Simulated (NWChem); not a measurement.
System: GeH2ClF; SMILES [F][GeH2][Cl]

Program: NWChem. Pople sets run with spherical d functions. All runs use the structure optimised with B3LYP/6-31G* (spherical d). Ions are spin-unrestricted doublets at the neutral geometry; other ion states weren't tried. Functional: LC-ωPBE (HJS hole) with 6-31G*; rows give the range parameter ω in 1/bohr.

```csv
range parameter (1/bohr),"vertical ionisation energy, ΔSCF (eV)",−ε(HOMO) (eV),ΔSCF minus −ε(HOMO) (eV)
0.25,11.56,10.80,0.76
0.35,11.82,11.57,0.25
0.50,12.00,12.35,-0.35
0.60,?,?,?
0.80,12.11,13.09,-0.98
```

Task: What belongs in the gaps?

Result: 
- 0.60, vertical ionisation energy, ΔSCF (eV): 12.06
- 0.60, −ε(HOMO) (eV): 12.69
- 0.60, ΔSCF minus −ε(HOMO) (eV): -0.63
